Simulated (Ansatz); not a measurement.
**Ligand exchange: C3H7FO + C3H5FSn → C2H4F2O + C4H8Sn**

Gas-phase species: C3H7FO `CCOCF`, singlet; C3H5FSn `C#[C][SnH]([CH3])[F]`, singlet; C2H4F2O `FCOCF`, singlet; C4H8Sn `C#[C][SnH]([CH3])[CH3]`, singlet. The partners trade CH3 for F: C–CH3 and Sn–F bonds give way to C–F and Sn–CH3.

Shapes, held fixed at every level: PBE0-D4/def2-TZVP. Flexible molecules stand in one conformer, not always the lowest. Programs: Ansatz 0.2.0. Electronic energies: no zero-point or thermal term.

```tsv
level	kind	ΔE (kJ/mol)	less CCSD(T)/def2-TZVPP
PBE-D4/def2-TZVPP	GGA	+93.6	+4.4
r2SCAN-D4/def2-TZVPP	meta-GGA	+98.0	+8.8
wB97M-V/def2-TZVPP	range-separated hybrid	+94.6	+5.4
wB97X-V/def2-TZVPP	range-separated hybrid	+96.9	+7.7
B2PLYP/def2-TZVPP	double hybrid	+98.6	+9.4
CCSD/def2-TZVPP	coupled cluster or CI	+90.6	+1.4
CCSD(T)/def2-TZVPP	coupled cluster or CI	+89.2	0.0
```

The highest level, CCSD(T)/def2-TZVPP, gives ΔE = +89.2 kJ/mol; the levels span +89.2 to +98.6. The column of differences is taken from that level and isn't an error. No measured value is set beside it here. For atoms past krypton def2 sets carry core potentials with scalar relativity. Outer-core shells of Sn are correlated, in sets that cover them unevenly.
